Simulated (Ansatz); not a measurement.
Born–Oppenheimer molecular dynamics of F2GeH4 (7 atoms, charge 0, multiplicity 1). It starts at the highest image of a converged band. Of that band: Neighbouring images differ by up to 1.5 eV, so the band resolves the path poorly. A vibrational analysis at the climbing image gives one clearly imaginary mode, 780i cm⁻¹: a first-order saddle point.

Method: Ansatz, RKS PBE-D4/def2-SVP.

```yaml
ensemble: NVE (velocity Verlet)
time_step: 0.5 fs
steps_asked: 200
starting_velocities_drawn_for: 300 K
seed: 9761
```

First frame:

```xyz
7
Properties=species:S:1:pos:R:3
Ge -0.188 0.014 -0.078
H -0.033 -0.823 1.520
H 1.249 0.570 0.028
F -0.967 1.250 -1.071
H -0.556 -1.290 -0.816
F -1.577 0.592 1.359
H -0.877 -0.197 1.749
```

Task: What does the run give?

Result: All steps were run.

- steps done: 200
- time covered: 100 fs
- mean temperature over the second half: 1576 K
- spread of the potential energy over the second half: 5.0 meV per atom
- mean potential energy of the second half above the start: -117.8 meV per atom

The conserved energy stayed within 0.069 meV per atom of its start (net change 0.034 meV per atom), so the integration is sound. The kinetic energy rose, since the run started high on the potential surface and went downhill. It ends in pieces (FGeH3 + FH), so much of that is their flight and rotation, not heat. A run of 0.1 ps of so small a system gives no equilibrium averages. The orbitals stay closed-shell, which can raise the energy where a bond breaks towards radicals; this wasn't checked here.

Task: What happens to the structure?

Result: Between its relaxed ends the band would form Ge1–F6, H2–H7 and break Ge1–H2, F6–H7. These pairs go: Ge1–F6 2.08 → 4.25 Å, H2–H7 1.08 → 4.79 Å, Ge1–H2 1.81 → 1.56 Å, F6–H7 1.12 → 0.93 Å. In the last frame they stand as before the step (other bonds may differ from the relaxed reactants and products). It ends as FGeH3 + FH. Pairs count as bonded within 1.25 times the sum of covalent radii (0.12 Å more for H–H). Another seed would give other details.

Task: How do temperature and energy run in time?

Result: 
```json
{"time (fs)": "0.0", "T (K)": "300", "potential energy less start (eV)": "0.000", "conserved less start (meV/atom)": "0.00"}
{"time (fs)": "3.0", "T (K)": "217", "potential energy less start (eV)": "0.054", "conserved less start (meV/atom)": "0.04"}
{"time (fs)": "6.0", "T (K)": "148", "potential energy less start (eV)": "0.099", "conserved less start (meV/atom)": "0.05"}
{"time (fs)": "9.0", "T (K)": "163", "potential energy less start (eV)": "0.089", "conserved less start (meV/atom)": "0.02"}
{"time (fs)": "12.0", "T (K)": "160", "potential energy less start (eV)": "0.091", "conserved less start (meV/atom)": "0.06"}
{"time (fs)": "15.0", "T (K)": "248", "potential energy less start (eV)": "0.034", "conserved less start (meV/atom)": "0.03"}
{"time (fs)": "18.0", "T (K)": "329", "potential energy less start (eV)": "-0.019", "conserved less start (meV/atom)": "0.04"}
{"time (fs)": "21.0", "T (K)": "407", "potential energy less start (eV)": "-0.069", "conserved less start (meV/atom)": "0.05"}
{"time (fs)": "24.0", "T (K)": "534", "potential energy less start (eV)": "-0.151", "conserved less start (meV/atom)": "0.01"}
{"time (fs)": "27.0", "T (K)": "593", "potential energy less start (eV)": "-0.189", "conserved less start (meV/atom)": "0.05"}
{"time (fs)": "30.0", "T (K)": "674", "potential energy less start (eV)": "-0.241", "conserved less start (meV/atom)": "0.05"}
{"time (fs)": "33.0", "T (K)": "817", "potential energy less start (eV)": "-0.334", "conserved less start (meV/atom)": "0.02"}
{"time (fs)": "36.0", "T (K)": "923", "potential energy less start (eV)": "-0.402", "conserved less start (meV/atom)": "0.06"}
{"time (fs)": "39.0", "T (K)": "1101", "potential energy less start (eV)": "-0.517", "conserved less start (meV/atom)": "0.05"}
{"time (fs)": "42.0", "T (K)": "1294", "potential energy less start (eV)": "-0.642", "conserved less start (meV/atom)": "0.01"}
{"time (fs)": "45.0", "T (K)": "1412", "potential energy less start (eV)": "-0.718", "conserved less start (meV/atom)": "0.04"}
{"time (fs)": "48.0", "T (K)": "1526", "potential energy less start (eV)": "-0.792", "conserved less start (meV/atom)": "0.03"}
{"time (fs)": "51.0", "T (K)": "1563", "potential energy less start (eV)": "-0.816", "conserved less start (meV/atom)": "0.03"}
{"time (fs)": "54.0", "T (K)": "1594", "potential energy less start (eV)": "-0.836", "conserved less start (meV/atom)": "0.03"}
{"time (fs)": "57.0", "T (K)": "1646", "potential energy less start (eV)": "-0.870", "conserved less start (meV/atom)": "0.02"}
{"time (fs)": "60.0", "T (K)": "1623", "potential energy less start (eV)": "-0.855", "conserved less start (meV/atom)": "0.05"}
{"time (fs)": "63.0", "T (K)": "1627", "potential energy less start (eV)": "-0.858", "conserved less start (meV/atom)": "0.02"}
{"time (fs)": "66.0", "T (K)": "1606", "potential energy less start (eV)": "-0.844", "conserved less start (meV/atom)": "0.02"}
{"time (fs)": "69.0", "T (K)": "1546", "potential energy less start (eV)": "-0.805", "conserved less start (meV/atom)": "0.07"}
{"time (fs)": "72.0", "T (K)": "1584", "potential energy less start (eV)": "-0.830", "conserved less start (meV/atom)": "0.03"}
{"time (fs)": "75.0", "T (K)": "1608", "potential energy less start (eV)": "-0.845", "conserved less start (meV/atom)": "0.02"}
{"time (fs)": "78.0", "T (K)": "1618", "potential energy less start (eV)": "-0.852", "conserved less start (meV/atom)": "0.05"}
{"time (fs)": "81.0", "T (K)": "1647", "potential energy less start (eV)": "-0.871", "conserved less start (meV/atom)": "0.02"}
{"time (fs)": "84.0", "T (K)": "1586", "potential energy less start (eV)": "-0.831", "conserved less start (meV/atom)": "0.03"}
{"time (fs)": "87.0", "T (K)": "1555", "potential energy less start (eV)": "-0.811", "conserved less start (meV/atom)": "0.04"}
{"time (fs)": "90.0", "T (K)": "1544", "potential energy less start (eV)": "-0.804", "conserved less start (meV/atom)": "0.03"}
{"time (fs)": "93.0", "T (K)": "1479", "potential energy less start (eV)": "-0.761", "conserved less start (meV/atom)": "0.05"}
{"time (fs)": "96.0", "T (K)": "1483", "potential energy less start (eV)": "-0.764", "conserved less start (meV/atom)": "0.02"}
{"time (fs)": "99.0", "T (K)": "1479", "potential energy less start (eV)": "-0.762", "conserved less start (meV/atom)": "0.05"}
```

Time of the run: 5.6 min on 1 thread of Arm Neoverse V2, on a shared host, peak memory 0.15 GiB.
